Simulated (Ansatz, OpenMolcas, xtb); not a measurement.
How methods differ on CH7FSi2 (SMILES F[SiH2]C[SiH3])

The species is CH7FSi2 (11 atoms), meant as a singlet with charge 0. SMILES: `F[SiH2]C[SiH3]`. The shape is that of a PBE0-D4/def2-TZVP optimisation. This is one conformer, not always the lowest.

```xyz
11

F    -1.6291    1.6674    0.2020
Si   -0.0692    1.4984    0.5344
C     0.3492   -0.3059    0.6055
Si   -0.1572   -1.3069   -0.8997
H     0.6940    2.1729   -0.5450
H     0.1757    2.1775    1.8314
H     1.4371   -0.3852    0.7226
H    -0.1013   -0.7511    1.4989
H    -1.6364   -1.3884   -0.9957
H     0.3699   -0.6657   -2.1341
H     0.3926   -2.6860   -0.8122
```

Quantity: the energy change with the Si2–C3 bond stretched from 1.854 to 4.078 Å, in eV. The values are calculated.

```
                                            level                    kind     program  value (eV)
                                         GFN0-xTB          semi-empirical         xtb        1.89
   HF/6-31G* (spherical functions) (unrestricted)            Hartree–Fock  OpenMolcas        3.48
 revPBE/6-31G* (spherical functions) (restricted)                     GGA  OpenMolcas        4.48
   TPSS/6-31G* (spherical functions) (restricted)                meta-GGA  OpenMolcas        4.70
  B3LYP/6-31G* (Cartesian functions) (restricted)           global hybrid  OpenMolcas        4.95
wB97M-V/6-31G* (spherical functions) (restricted)  range-separated hybrid      Ansatz        5.83
 B2PLYP/6-31G* (spherical functions) (restricted)           double hybrid  OpenMolcas        4.99
    MP2/6-31G* (spherical functions) (restricted)     perturbation theory  OpenMolcas        5.23
BCCD(T)/6-31G* (spherical functions) (restricted)   coupled cluster or CI      Ansatz        4.26
```

The first shape isn't each level's own minimum. The values span 1.89 to 5.83 eV. Spin contamination of the reference (⟨S²⟩ at least 0.1 too high) touches HF/6-31G*.
